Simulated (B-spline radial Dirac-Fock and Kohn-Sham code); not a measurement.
The N5-O23O23 Auger spectrum of Ta⁶⁺

System: Ta⁶⁺ in the configuration [Xe] 4f13.

The computed values come from an atomic code on a B-spline grid: Dirac-Fock energy differences between relaxed states, corrected for Breit and QED terms. The two-hole levels come from diagonalising the Coulomb interaction among the jj configurations; intensities are independent-particle Coulomb rates. Kinetic energies are from the vacuum level. The model has no electron correlation. Open outer shells are spectators and are not coupled to the holes.

| kinetic energy (eV) | J | leading jj holes (weight) | leading LS term (weight) | intensity (%) |
| --- | --- | --- | --- | --- |
| 48.54 | 0 | O2O2 (0.97) | ³P0 (0.51) | 5.9 |
| 60.22 | 2 | O2O3 (0.99) | ¹D2 (0.76) | 75.3 |
| 62.18 | 1 | O2O3 (1.00) | ³P1 (1.00) | 0.1 |
| 68.98 | 0 | O3O3 (0.97) | ¹S0 (0.51) | 0.8 |
| 72.20 | 2 | O3O3 (0.99) | ³P2 (0.76) | 17.9 |

The strongest line, by its leading LS label ¹D2, lies at 60.22 eV. The mean weight of the leading component is 0.99 in jj and 0.71 in LS coupling, so jj labels describe these levels better.

Run: 45 s of CPU time on 1 thread of Intel(R) Xeon(R) Platinum 8559C (shared host), peak memory 0.55 GiB.
